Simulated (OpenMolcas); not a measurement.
Mn³⁺: CASPT2 settings compared

* Program: OpenMolcas 26.06
* Basis: ANO-RCC-VDZ [5s4p2d]
* Scalar Hamiltonian: DKH4, point nucleus
* Active space: 4 electrons in 5 orbitals (3d)
* State averaging: 2S+1 = 5 even, 5 roots; 2S+1 = 3 even, 30 roots kept (CI in the orbitals of an earlier block)
* Spin-orbit coupling: state interaction with AMFI integrals over the reference wave functions, term energies averaged over their components

Methods on the same reference wave functions:
A. CASSCF
B. SS-CASPT2, IPEA 0 Eh, sigma2 regulariser 0.25 Eh (closed shells correlated: 2s 2p 3s 3p)
C. SS-CASPT2, IPEA 0.5 Eh, sigma2 regulariser 0.25 Eh (closed shells correlated: none)
D. XMS-CASPT2, IPEA 0.5 Eh, imaginary shift 0.2 Eh (closed shells correlated: none)

Energies in eV above 3d⁴ ⁵D₀, the measured ground level; measured values from Corliss and Sugar, J. Phys. Chem. Ref. Data 6, 1253 (1977).

```csv
Level,A,B,C,D,Measured
3d⁴ ⁵D₀,0.0000,0.0000,0.0000,0.0000,0.0000
3d⁴ ⁵D₁,0.0130,0.0133,0.0131,0.0130,0.0123
3d⁴ ⁵D₂,0.0384,0.0391,0.0385,0.0385,0.0356
3d⁴ ⁵D₃,0.0750,0.0759,0.0752,0.0751,0.0685
3d⁴ ⁵D₄,0.1214,0.1220,0.1215,0.1215,0.1098
3d⁴ ³H₄,2.9543,3.117,2.899,2.912,2.6385
3d⁴ ³H₅,2.9776,3.139,2.922,2.935,2.6625
3d⁴ ³H₆,3.0106,3.176,2.955,2.968,2.6879
3d⁴ ³P₀,3.1870,2.521,3.057,3.076,2.5608
3d⁴ ³P₁,3.2572,2.591,3.127,3.147,2.6382
3d⁴ ³P₂,3.3981,2.732,3.268,3.287,2.7679
3d⁴ ³F₂,3.4028,2.995,3.305,3.321,2.8257
3d⁴ ³F₃,3.4087,3.006,3.311,3.327,2.8346
3d⁴ ³F₄,3.4282,3.026,3.331,3.347,2.8466
```

Deviations, from unrounded energies. A percentage is the sum of absolute deviations over the sum of measured energies, with the sign that they share, or ± where signs differ.

| Against measurement | Levels | A | B | C | D |
| --- | --- | --- | --- | --- | --- |
| mean absolute deviation (cm-1) | 13 | 2800 | 1300 | 2300 | 2400 |
| fine structure of the ground term (%) | 4 | +9.6 | +10.7 | +9.8 | +9.7 |
| other terms of the ground configuration (%) | 9 | +18.6 | ±8.5 | +15.2 | +15.8 |

B lies closest to measurement on these levels and A furthest from it. The largest miss of B in the table is 3d⁴ ³H₆, by +3900 cm-1. The ranking rests on the paired levels alone, and a cruder setting can come out closer through cancelling errors.

Among B to D the level of the table that moves most is 3d⁴ ³P₂, by 4500 cm-1 (lowest in B, highest in D). Moves below CASPT2's spread within the term are not significant.

From A to B the spin-free energies of the other terms of 3d⁴ shown, above ⁵D, scale by factors of 0.79 to 1.06.

The lowest spin-free term lies below A's lowest term by 0.145 hartree in B, 0.011 hartree in C, 0.012 hartree in D.

Term energies are means over components that CASPT2 splits; among the terms shown or strongly mixed into the levels shown the widest spread is 220 cm-1 (3d⁴ ³F, D). Terms from blocks run as CI alone lack orbitals of their own. The basis is small and was not contracted for so high a charge. Without dynamic correlation excited terms often stand tens of per cent too high (terms of higher spin than the ground term too low), and those without a measured partner can miss by more than the paired ones (holds for A). Some terms miss by over 15 % even with CASPT2, which points to a basis or an active space too small for the shells correlated (holds for B; C; D). Measured partners are found by configuration, term and J. A level has none where our copy of the source lacks it or the pairing is in doubt (some pairs that miss far off the trend of their configuration count as doubtful), and it then counts in no deviation. Levels of configurations outside the active space are missing. The table leaves out levels that lie high or whose names do not pair safely across all columns.
